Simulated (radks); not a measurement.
Spherical quantum dot in the effective-mass picture: electrons in a hard-walled sphere of radius 1.78, all in effective atomic units (hartree* = m*/eps^2 hartree, bohr* = eps/m* bohr), one dielectric constant everywhere. Method: non-relativistic Kohn-Sham, PBEsol, spin-polarised, spherical densities; computed with a radial shooting solver with Libxc functionals. Levels are named by radial order and angular momentum (1s, 1p, 1d, 2s, ...), and open shells are averaged over m.

N = 9, configuration 1s2 1p6 1d(up 1, down 0). This is the lowest configuration that the search found. Occupied and some empty levels:

level,occupation,eigenvalue (hartree*),<r> (bohr*)
1s up,1,8.4076,1.002
1s down,1,8.4509,0.9991
1p up,3,9.6748,1.119
1p down,3,9.7272,1.118
1d up,1,11.485,1.195
1d down,0,11.542,1.194
2s up,0,13.160,0.8501
2s down,0,13.186,0.8514
1f up,0,13.768,1.251
1f down,0,13.829,1.250
2p up,0,16.218,0.9473
2p down,0,16.250,0.9475

Energy (hartree*): total 55.2674, kinetic 28.355, external 0, Hartree 33.204, exchange-correlation -6.2918.
